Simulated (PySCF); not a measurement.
PySCF 2.14 output of an unrestricted PBE0 calculation on a single atom or ion in aug-cc-pVQZ-PP with one added diffuse shell each of s, p, d, f, g type with ECP28MDF (8s8p6d4f3g, 117 functions), with a scalar-relativistic core potential:

```
SCF conv_tol = 1e-09
number electrons alpha = 14  beta = 10
    C. Adamo and V. Barone.,  J. Chem. Phys. 110, 6158 (1999)
    M. Ernzerhof and G. E. Scuseria.,  J. Chem. Phys. 110, 5029 (1999)
cycle= 1 E= -294.957643380084  delta_E= -0.00398  |g|= 0.0126  |ddm|= 0.653
cycle= 2 E= -294.957700865145  delta_E= -5.75e-05  |g|= 0.00237  |ddm|= 0.0911
cycle= 3 E= -294.957702932172  delta_E= -2.07e-06  |g|= 0.000661  |ddm|= 0.018
cycle= 4 E= -294.957703137322  delta_E= -2.05e-07  |g|= 0.000207  |ddm|= 0.0071
cycle= 5 E= -294.957703154014  delta_E= -1.67e-08  |g|= 7.98e-06  |ddm|= 0.00161
cycle= 6 E= -294.957703154121  delta_E= -1.07e-10  |g|= 1.4e-07  |ddm|= 0.000208
converged SCF energy = -294.957703154121  <S^2> = 6.0007092  2S+1 = 5.0002837
```

The run itself started from symmetry-adapted Hartree-Fock orbitals and held the occupation by maximum overlap, on a logarithmic radial grid, so the iterations belong to that start.

Task: Which element, charge and spin multiplicity is this?

Result: I⁺ (iodine, charge +1), multiplicity 5; the state was [Kr] 4d10 5s2 5p3 6s1, high-spin 5S determinant (an excited configuration).

Energies and moments cover only the electrons outside the core potential. The outer electron is Rydberg-like, and this basis confines it to a smaller radius and binds it less than a complete one would.
